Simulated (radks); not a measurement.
Yb+, 69 electrons, occupied as [Xe] 4f14 6s1 (the NIST ground configuration).

Calculated with a radial shooting solver on a logarithmic mesh with Libxc functionals: scalar-relativistic Kohn-Sham, PBE, spin-polarised, spherical densities, finite nucleus; open shells are filled with parallel spins first (spin-orbit coupling, left out, can overturn this in heavy ions); Fermi nuclear charge, rms radius 5.3108 fm.

Energy parts (eV):
| part | energy |
|---|---|
| total | -382535.18 |
| kinetic | 416765.62 |
| electron-nucleus | -941109.42 |
| Hartree | 149771.08 |
| exchange-correlation | -7962.47 |

Orbitals (lengths in bohr, moments of r in powers of bohr; r(max) is where P^2 peaks):
| orbital | occ. | eigenvalue (eV) | <r^2> | r(max) | <r> |
|---|---|---|---|---|---|
| 1s up | 1 | -61233.85 | 0.0005300 | 0.01237 | 0.01966 |
| 1s down | 1 | -61233.84 | 0.0005300 | 0.01237 | 0.01966 |
| 2s up | 1 | -10380.60 | 0.008211 | 0.07059 | 0.08334 |
| 2s down | 1 | -10380.60 | 0.008211 | 0.07059 | 0.08334 |
| 2p up | 3 | -9151.041 | 0.006714 | 0.05756 | 0.07415 |
| 2p down | 3 | -9151.036 | 0.006714 | 0.05756 | 0.07415 |
| 3s down | 1 | -2344.936 | 0.05369 | 0.1994 | 0.2167 |
| 3s up | 1 | -2344.931 | 0.05369 | 0.1994 | 0.2167 |
| 3p down | 3 | -1974.146 | 0.05419 | 0.1966 | 0.2162 |
| 3p up | 3 | -1974.141 | 0.05419 | 0.1966 | 0.2162 |
| 3d down | 5 | -1522.347 | 0.04510 | 0.1603 | 0.1961 |
| 3d up | 5 | -1522.344 | 0.04509 | 0.1603 | 0.1961 |
| 4s down | 1 | -466.6597 | 0.2688 | 0.4551 | 0.4879 |
| 4s up | 1 | -466.6497 | 0.2688 | 0.4551 | 0.4879 |
| 4p down | 3 | -344.9366 | 0.3057 | 0.4763 | 0.5183 |
| 4p up | 3 | -344.9287 | 0.3057 | 0.4763 | 0.5183 |
| 4d down | 5 | -184.6211 | 0.3644 | 0.4910 | 0.5601 |
| 4d up | 5 | -184.6177 | 0.3645 | 0.4910 | 0.5601 |
| 5s up | 1 | -61.7148 | 1.649 | 1.071 | 1.209 |
| 5s down | 1 | -61.6469 | 1.644 | 1.071 | 1.208 |
| 5p up | 3 | -34.2591 | 2.404 | 1.233 | 1.450 |
| 5p down | 3 | -34.1139 | 2.381 | 1.232 | 1.444 |
| 4f up | 7 | -9.7299 | 0.8710 | 0.4834 | 0.7889 |
| 4f down | 7 | -9.6974 | 0.8502 | 0.4833 | 0.7832 |
| 6s up | 1 | -9.6253 | 14.01 | 3.071 | 3.526 |
| 6s down | 0 | -8.7180 | 13.51 | 3.034 | 3.463 |

The highest occupied level is 6s up at -9.625 eV. Spin moment in Bohr magnetons: 1. For comparison, the ionisation energy in NIST's Atomic Spectra Database is 12.179 eV (measured). In exact Kohn-Sham theory the highest level is minus the ionisation energy, but local and semilocal functionals leave it too shallow, through self-interaction and a potential that decays too fast; potentials with the right tail come closer.
